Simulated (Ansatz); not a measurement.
Born–Oppenheimer molecular dynamics of C₂H₅BO (9 atoms, charge 0, multiplicity 1). It starts from a relaxed structure.

All numbers below come from RHF/6-31G in Ansatz 0.2.0.

```
ensemble        : NVT, Nosé–Hoover chain
time step       : 0.5 fs
steps asked     : 400
set temperature : 200 K
thermostat      : time constant 300 fs, chain length 5
seed            : 848711
```

First frame:

```xyz
9
Properties=species:S:1:pos:R:3
C 0.080 0.701 -0.903
C 0.098 -0.537 -0.050
B -0.440 -0.625 1.381
O 0.887 -0.389 1.283
H -0.647 0.583 -1.699
H -0.190 1.578 -0.329
H 1.050 0.879 -1.353
H 0.406 -1.435 -0.553
H -1.243 -0.753 2.222
```

Question: How far do the bonds stretch over the last three quarters of this one trajectory? (Pairs bonded in most of those frames.)

Answer: 
| bond | mean (Å) | spread (Å) | shortest | longest |
| --- | --- | --- | --- | --- |
| C1–C2 | 1.505 | 0.020 | 1.47 | 1.55 |
| C1–H5 | 1.085 | 0.011 | 1.07 | 1.10 |
| C1–H6 | 1.083 | 0.002 | 1.08 | 1.09 |
| C1–H7 | 1.084 | 0.009 | 1.07 | 1.10 |
| C2–B3 | 1.533 | 0.025 | 1.48 | 1.59 |
| C2–O4 | 1.557 | 0.014 | 1.53 | 1.59 |
| C2–H8 | 1.075 | 0.004 | 1.07 | 1.08 |
| B3–O4 | 1.353 | 0.027 | 1.30 | 1.40 |
| B3–H9 | 1.176 | 0.046 | 1.10 | 1.25 |

Mean temperature of the second half: 106 K. The conserved energy stayed within 0.17 meV per atom of its start (net change 0.16 meV per atom), so the integration is sound. The mean temperature of the second half is 47 % below the set value. A run of 0.2 ps of so small a system gives no equilibrium averages. Limits of this set-up: no polarisation functions.

The run took 3.2 min on 1 thread of Arm Neoverse V2, on a shared host, peak memory 0.082 GiB.
